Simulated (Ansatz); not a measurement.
```yaml
crystal:
  periodic: [false, false, false]
  atoms:
    - {symbol: F, position_ang: [0.832204, -0.045811, 0.714636]}
    - {symbol: C, position_ang: [0.150619, 1.196812, 0.295075]}
    - {symbol: S, position_ang: [-1.355559, 0.695675, -0.508845]}
    - {symbol: Al, position_ang: [-0.264368, -1.291441, -0.395613]}
    - {symbol: H, position_ang: [0.879909, 1.677358, -0.354612]}
    - {symbol: H, position_ang: [-0.002070, 1.748416, 1.220066]}
    - {symbol: H, position_ang: [0.730776, -1.639833, -1.575392]}
    - {symbol: H, position_ang: [-0.879411, -2.398174, 0.548887]}
basis:
  gaussian: {orbitals: cc-pVTZ-DK}
hamiltonian: {xc: {name: HF}}
correlation: {active_space: {window: {electrons: 6, orbitals: 2}}}
output: {forces: true}
```

```sh
$ ansatz run in.yaml --threads 2 --pin off --events-out ev --progress --plain --max-ram 4352MiB
```

(1) How does Ansatz answer? (Estimate.)

Answers

(1) Ansatz gave: The run stopped with an error.
```
Functional definition: HF
1080 factors; integrals over basis functions are off by at most 8.7e-4 eV
mean field evaluation 1: about -21244.7457 eV, gradient 2.3e1 eV
mean field evaluation 2: about -21244.9720 eV, gradient 2.3e1 eV
mean field evaluation 4: about -21246.5673 eV, gradient 3.3e0 eV
mean field evaluation 8: about -21246.6099 eV, gradient 2.8e-1 eV
mean field -21246.61057235 eV, -780.7985370641 hartree, gradient 3.1e-6 eV, S^2 0.000000; 0 other end points of the search recorded, 0 dependent functions left out
reference -21246.61057235 eV, -780.7985370641 hartree; 24, 24 occupied and 160, 160 virtual orbitals, 1080 factors
Error: 6 electrons in 2 orbitals form no window around the highest filled level of the reference
```
